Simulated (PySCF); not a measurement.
PySCF input (PW6B95/def2-TZVPD):

```python
from pyscf import gto, scf, dft

mol = gto.M(
    atom='''
    Cl   -0.00000000   -0.00000000   -1.39210320
    Br    0.00000000    0.00000000    0.67616441
    ''',
    basis='def2-tzvpd',
    charge=1,
    spin=1,
    symmetry='C2v',
    verbose=4,
)

mf = dft.UKS(mol, xc='pw6b95').density_fit(auxbasis='def2-universal-jkfit')
mf.grids.level = 3
mf.conv_tol = 1e-9
mf.max_cycle = 100
mf.max_memory = 1500
mf.kernel()
if not mf.converged:
    mf = mf.newton()
    mf.kernel(mf.make_rdm1())
mf.analyze()
```

Output:

```
PySCF version 2.14.0

[INPUT] verbose = 4
[INPUT] num. atoms = 2
[INPUT] num. electrons = 51
[INPUT] charge = 1
[INPUT] spin (= nelec alpha-beta = 2S) = 1
[INPUT] symmetry C2v subgroup None
[INPUT] Mole.unit = angstrom
[INPUT] Symbol           X                Y                Z      unit          X                Y                Z       unit  Magmom
[INPUT]  1 Cl     0.000000000000   0.000000000000  -1.392103200000 AA    0.000000000000   0.000000000000  -2.630693785131 Bohr   0.0
[INPUT]  2 Br     0.000000000000   0.000000000000   0.676164410000 AA    0.000000000000   0.000000000000   1.277765550078 Bohr   0.0

nuclear repulsion = 152.233898057998
point group symmetry = Coov, use subgroup C2v
symmetry origin: [ 0.00000000e+00  0.00000000e+00 -1.81704443e-09]
symmetry axis x: [1. 0. 0.]
symmetry axis y: [0. 1. 0.]
symmetry axis z: [0. 0. 1.]
num. orbitals of irrep A1 = 45
num. orbitals of irrep A2 = 10
num. orbitals of irrep B1 = 24
num. orbitals of irrep B2 = 24
number of shells = 35
number of NR pGTOs = 184
number of NR cGTOs = 103
basis = def2-tzvpd
ecp = {}

******** <class 'pyscf.df.df_jk.DFSymAdaptedUKS'> ********
method = DFSymAdaptedUKS
initial guess = minao
damping factor = 0
level_shift factor = 0
DIIS = <class 'pyscf.scf.diis.CDIIS'>
diis_start_cycle = 1
diis_space = 8
diis_damp = 0
SCF conv_tol = 1e-09
SCF conv_tol_grad = None
SCF max_cycles = 100
direct_scf = False
number electrons alpha = 26  beta = 25
XC library pyscf.dft.libxc version 7.1.2
    S. Lehtola, C. Steigemann, M. J. T. Oliveira, and M. A. L. Marques,  SoftwareX 7, 1–5 (2018)
XC functionals = pw6b95
    Y. Zhao and D. G. Truhlar,  J. Phys. Chem. A 109, 5656 (2005)
radial grids:
    Treutler-Ahlrichs [JCP 102, 346 (1995); DOI:10.1063/1.469408] (M4) radial grids

becke partition: Becke, JCP 88, 2547 (1988); DOI:10.1063/1.454033
pruning grids: <function nwchem_prune>
grids dens level: 3
symmetrized grids: C2v
atomic radii adjust function: <function treutler_atomic_radii_adjust>
small_rho_cutoff = 0
Freeze 0 electrons in irreps []
    51 free electrons in irreps A1 A2 B1 B2
Set gradient conv threshold to 3.16228e-05
tot grids = 39304
[...]
macro= 93  E= -3035.43356412451  delta_E= 0  |g|= 5.19145e-06  1 KF 2 JK
Canonicalize SCF orbitals
macro X = 94  E=-3035.43356412451  |g|= 5.19145e-06  total 151 KF 604 JK
converged SCF energy = -3035.43356412451  <S^2> = 0.75345434  2S+1 = 2.0034514
**** SCF Summaries ****
Total Energy =                       -3035.433564124510212
Nuclear Repulsion Energy =             152.233898057998402
One-electron Energy =                -4504.401680224311349
Two-electron Energy =                 1316.734218041802478
Two-electron Coulomb Energy =         1437.493978057605773
DFT Exchange-Correlation Energy =     -120.759760015803252
HOMO-LUMO gap [eV] =                     2.424957549356440
Wave-function symmetry = B1
alpha occupancy for each irrep:     A1   A2   B1   B2
                                    13    1    6    6
beta  occupancy for each irrep:     A1   A2   B1   B2
                                    13    1    5    6
**** MO energy ****
alpha MO #1 (A1 #1), energy= -484.141569067202 occ= 1
alpha MO #2 (A1 #2), energy= -102.291505697132 occ= 1
alpha MO #3 (A1 #3), energy= -63.1589728883846 occ= 1
alpha MO #4 (A1 #4), energy= -56.9323956053188 occ= 1
alpha MO #5 (B1 #1), energy= -56.9321228334178 occ= 1
alpha MO #6 (B2 #1), energy= -56.9265616559076 occ= 1
alpha MO #7 (A1 #5), energy= -9.92510731413405 occ= 1
alpha MO #8 (A1 #6), energy= -9.18409096434271 occ= 1
alpha MO #9 (A1 #7), energy= -7.65896215373339 occ= 1
alpha MO #10 (B1 #2), energy= -7.65722075299419 occ= 1
alpha MO #11 (B2 #2), energy= -7.64614452676832 occ= 1
alpha MO #12 (A1 #8), energy= -6.99368135791461 occ= 1
alpha MO #13 (B1 #3), energy= -6.99018359386992 occ= 1
alpha MO #14 (B2 #3), energy= -6.97492877149477 occ= 1
alpha MO #15 (A1 #9), energy= -3.07780641588962 occ= 1
alpha MO #16 (B1 #4), energy= -3.07715547425911 occ= 1
alpha MO #17 (B2 #4), energy= -3.0660308906951 occ= 1
alpha MO #18 (A2 #1), energy= -3.06176217043647 occ= 1
alpha MO #19 (A1 #10), energy= -3.05916757923928 occ= 1
alpha MO #20 (A1 #11), energy= -1.24140478053334 occ= 1
alpha MO #21 (A1 #12), energy= -1.07781401672561 occ= 1
alpha MO #22 (A1 #13), energy= -0.763565999159949 occ= 1
alpha MO #23 (B1 #5), energy= -0.723850692092381 occ= 1
alpha MO #24 (B2 #5), energy= -0.697708690813387 occ= 1
alpha MO #25 (B1 #6), energy= -0.622317847600635 occ= 1
alpha MO #26 (B2 #6), energy= -0.592314514793878 occ= 1
alpha MO #27 (A1 #14), energy= -0.384894843731663 occ= 0
alpha MO #28 (A1 #15), energy= -0.169712938958809 occ= 0
alpha MO #29 (B1 #7), energy= -0.113306625237898 occ= 0
alpha MO #30 (A1 #16), energy= -0.109659784154634 occ= 0
alpha MO #31 (B2 #7), energy= -0.108043047779799 occ= 0
alpha MO #32 (A1 #17), energy= -0.102554187776807 occ= 0
alpha MO #33 (A2 #2), energy= -0.102176544851891 occ= 0
alpha MO #34 (A1 #18), energy= -0.0947455448696458 occ= 0
alpha MO #35 (B1 #8), energy= -0.085908485643705 occ= 0
alpha MO #36 (B2 #8), energy= -0.0736698852651982 occ= 0
alpha MO #37 (B1 #9), energy= -0.0633226014533171 occ= 0
alpha MO #38 (B2 #9), energy= -0.0578508542522479 occ= 0
alpha MO #39 (A1 #19), energy= 0.00732055357326356 occ= 0
alpha MO #40 (A2 #3), energy= 0.00888469105462614 occ= 0
alpha MO #41 (A1 #20), energy= 0.0176015007435089 occ= 0
alpha MO #42 (A1 #21), energy= 0.0439422671302664 occ= 0
alpha MO #43 (A1 #22), energy= 0.0640553946147133 occ= 0
alpha MO #44 (B1 #10), energy= 0.0804841817418981 occ= 0
alpha MO #45 (B2 #10), energy= 0.0884042025407012 occ= 0
alpha MO #46 (B1 #11), energy= 0.137412521538081 occ= 0
alpha MO #47 (B2 #11), energy= 0.147539140602692 occ= 0
alpha MO #48 (A1 #23), energy= 0.192266543087986 occ= 0
alpha MO #49 (A2 #4), energy= 0.19375723561124 occ= 0
alpha MO #50 (B1 #12), energy= 0.206608823594388 occ= 0
alpha MO #51 (A1 #24), energy= 0.21215672078705 occ= 0
alpha MO #52 (B2 #12), energy= 0.217344043744686 occ= 0
alpha MO #53 (A1 #25), energy= 0.267799724582477 occ= 0
alpha MO #54 (B1 #13), energy= 0.326836910456428 occ= 0
alpha MO #55 (A1 #26), energy= 0.335484419335498 occ= 0
alpha MO #56 (A2 #5), energy= 0.335695721855952 occ= 0
alpha MO #57 (B2 #13), energy= 0.339341712582508 occ= 0
alpha MO #58 (B1 #14), energy= 0.394551553943822 occ= 0
alpha MO #59 (B2 #14), energy= 0.408156635997922 occ= 0
alpha MO #60 (A1 #27), energy= 0.425277171080122 occ= 0
alpha MO #61 (A1 #28), energy= 0.443182738221277 occ= 0
alpha MO #62 (A1 #29), energy= 0.595459378368409 occ= 0
alpha MO #63 (A1 #30), energy= 0.935031729556765 occ= 0
alpha MO #64 (B1 #15), energy= 1.10745342771169 occ= 0
alpha MO #65 (B2 #15), energy= 1.12583976663197 occ= 0
alpha MO #66 (A1 #31), energy= 1.14072977954944 occ= 0
alpha MO #67 (A2 #6), energy= 1.15745111161145 occ= 0
alpha MO #68 (A1 #32), energy= 1.15838076072327 occ= 0
alpha MO #69 (B1 #16), energy= 1.19009048702069 occ= 0
alpha MO #70 (A2 #7), energy= 1.19021357507488 occ= 0
alpha MO #71 (B2 #16), energy= 1.19023496333702 occ= 0
alpha MO #72 (A1 #33), energy= 1.19221163696513 occ= 0
alpha MO #73 (B1 #17), energy= 1.27717253290348 occ= 0
alpha MO #74 (B2 #17), energy= 1.29734004805415 occ= 0
alpha MO #75 (B1 #18), energy= 1.35103236909304 occ= 0
alpha MO #76 (B2 #18), energy= 1.37431410209268 occ= 0
alpha MO #77 (A1 #34), energy= 1.39950543822399 occ= 0
alpha MO #78 (A1 #35), energy= 1.61641226796277 occ= 0
alpha MO #79 (A2 #8), energy= 1.61785561855119 occ= 0
alpha MO #80 (A1 #36), energy= 1.63536377867349 occ= 0
alpha MO #81 (B1 #19), energy= 1.65234630395908 occ= 0
alpha MO #82 (B2 #19), energy= 1.66637346906518 occ= 0
alpha MO #83 (B1 #20), energy= 1.76623545025975 occ= 0
alpha MO #84 (B2 #20), energy= 1.76625272683284 occ= 0
alpha MO #85 (A1 #37), energy= 1.77640430669862 occ= 0
alpha MO #86 (A2 #9), energy= 1.80046205186954 occ= 0
alpha MO #87 (A1 #38), energy= 1.80061665371214 occ= 0
alpha MO #88 (B1 #21), energy= 2.00212666056658 occ= 0
alpha MO #89 (B2 #21), energy= 2.02213266046627 occ= 0
alpha MO #90 (A1 #39), energy= 2.11138570748187 occ= 0
alpha MO #91 (B1 #22), energy= 2.15656025158784 occ= 0
alpha MO #92 (B2 #22), energy= 2.17553869711528 occ= 0
alpha MO #93 (A1 #40), energy= 2.92700301640036 occ= 0
alpha MO #94 (A1 #41), energy= 3.78212348363802 occ= 0
alpha MO #95 (A2 #10), energy= 3.78239388940791 occ= 0
alpha MO #96 (B1 #23), energy= 3.80631863031861 occ= 0
alpha MO #97 (B2 #23), energy= 3.82490302440381 occ= 0
alpha MO #98 (A1 #42), energy= 4.10488554352494 occ= 0
alpha MO #99 (A1 #43), energy= 7.14669850281256 occ= 0
alpha MO #100 (B1 #24), energy= 10.4463523948087 occ= 0
alpha MO #101 (B2 #24), energy= 10.4628483234006 occ= 0
alpha MO #102 (A1 #44), energy= 10.7894384597087 occ= 0
[...]
```
